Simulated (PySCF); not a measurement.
Se(SeH)(OSiH3) (H₄OSe₂Si), SMILES [SiH3]O[Se][SeH]. Coordinates come from a PBE-D3(BJ)/def2-SVP optimisation. One conformer was computed; it need not be the lowest.

Computed equilibrium geometry at PBE-D3(BJ)/def2-SVP (PySCF confirms it by a frequency run) as bond lengths and angles (one conformer of several):
Atoms: Se1 Se2 H3 O4 Si5 H6 H7 H8. Bond lengths (Å): Se1–Se2 2.322, Se1–O4 1.852, Se2–H3 1.496, O4–Si5 1.705, Si5–H6 1.505, Si5–H7 1.501, Si5–H8 1.505. Angles (°): Se2–Se1–O4 104.7, Se1–Se2–H3 97.6, Se1–O4–Si5 116.5, O4–Si5–H6 111.3, O4–Si5–H7 104.8, O4–Si5–H8 111.1, H6–Si5–H7 110.3, H6–Si5–H8 109.2, H7–Si5–H8 110.1.
Charge 0, spin multiplicity 1.
